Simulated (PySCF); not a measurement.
Gas-phase reaction: 2 SnCl3 + 4 H ⇌ 2 SnH2Cl2 + Cl2. Level: PBE0/def2-QZVP†; standard pressure 1 bar.

Energies from PySCF, thermal terms from the rigid-rotor harmonic-oscillator model, ideal gas at 1 bar. † marks an energy on the PBE0/def2-TZVP geometry and frequencies. Open shells (unrestricted): SnCl3 (multiplicity 2), H (multiplicity 2); the rest are closed-shell singlets. Sn: scalar-relativistic def2 core potential, no spin-orbit coupling. SnCl3, SnH2Cl2: computed as isolated molecules; such fragments, hydroxides, amides, oligomers or adducts are transient or little studied in the gas. The harmonic model lacks anharmonicity and excited electronic states, which grow with temperature; levels with a mode under 35 cm⁻¹ are left out. Soft modes under 120 cm⁻¹ make the harmonic entropy rough for SnCl3, SnH2Cl2.

```tsv
T (K)	1000/T (1/K)	log10 K
500	2.0000	51.82
600	1.6667	40.24
800	1.2500	25.67
1000	1.0000	16.87
1200	0.8333	?
1400	0.7143	6.75
```

Fit log10 K = a + b·(1000/T) to the five rows, get the mean ΔH° and ΔS°, and predict log10 K at 1200 K.

Means: 1000/T = 1.3262, log10 K = 28.270. Sums of products about the means: Sxy = 37.02866, Sxx = 1.056581, so b = Sxy/Sxx = 35.05 and a = 28.270 − (35.05)×1.3262 = -18.21.
ΔH° = −R ln 10 × 1000 K × b = −19.145 × (35.05) = -671 kJ; ΔS° = R ln 10 × a = -349 J/K. The run's own values go from -663 kJ and -334 J/K at 500 K to -680 kJ and -357 J/K at 1400 K.
Prediction at 1200 K: -18.21 + (35.05)×0.8333 = 11.00. The computed value is 10.98, 0.02 from the line.
For scale, ΔH°(298 K) is -654 kJ at this level, -695 kJ at ωB97M-V/def2-TZVP†, and runs from -755 to -449 kJ over the 17 levels computed.
